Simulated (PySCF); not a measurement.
Cartesian coordinates in Å; atom numbers follow the order of the lines, from 1:
```xyz
21

C    -1.342    0.897    1.313
C    -0.784    0.060    0.168
C    -1.599    0.263   -1.105
C    -0.701   -1.409    0.543
P     0.889    0.792   -0.198
O     0.915    2.212   -0.574
C     2.132   -0.359   -0.837
C     2.287    0.036    0.669
H    -1.316    1.952    1.047
H    -0.745    0.756    2.214
H    -2.372    0.616    1.528
H    -1.571    1.311   -1.398
H    -2.636   -0.029   -0.949
H    -1.187   -0.330   -1.920
H    -0.268   -1.996   -0.264
H    -0.103   -1.551    1.441
H    -1.702   -1.790    0.739
H     1.931   -1.401   -1.031
H     2.869    0.063   -1.507
H     3.117    0.692    0.895
H     2.177   -0.769    1.379
```

Method: shieldings: GIAO PBE0/pcSseg-1, geometry: GFN2-xTB, in PySCF 2.14.0 with density-fitted response routines (no solvent, equivalent nuclei averaged, relativity neglected, one conformer).

References, each an isolated molecule treated in the same way: 13C, 1H vs TMS; H3PO4 for 31P; H2O for 17O.

```json
{"atoms": "H18/H21", "nucleus": "1H", "count": "2", "δ (ppm)": "1.08"}
{"atoms": "P5", "nucleus": "31P", "count": "1", "δ (ppm)": "-57.0"}
{"atoms": "C2", "nucleus": "13C", "count": "1", "δ (ppm)": "38.4"}
{"atoms": "H19/H20", "nucleus": "1H", "count": "2", "δ (ppm)": "1.56"}
{"atoms": "C1/C3/C4", "nucleus": "13C", "count": "3", "δ (ppm)": "26.0"}
{"atoms": "H9/H10/H11/H12/H13/H14/H15/H16/H17", "nucleus": "1H", "count": "9", "δ (ppm)": "?"}
{"atoms": "O6", "nucleus": "17O", "count": "1", "δ (ppm)": "?"}
{"atoms": "C7/C8", "nucleus": "13C", "count": "2", "δ (ppm)": "9.3"}
```

Question: Complete the table.

Answer: 
- H9/H10/H11/H12/H13/H14/H15/H16/H17: 1.27 ppm, hydrogen on a methyl carbon
- O6: 34.0 ppm, P=O oxygen

Shifts are as computed. Against solution values, carbons near 30 ppm lie about +3 ppm off and those near 130 ppm about +5 ppm. Of 1211 compounds with measured shifts, 218 miss one by over three times the rms of a fit or turn the order of signals round; such compounds aren't used in these exercises. Experimental scales use liquid or dissolved standards, which lie at an offset from isolated H2O (liquid H2O: subtract about 36 ppm) and H3PO4.
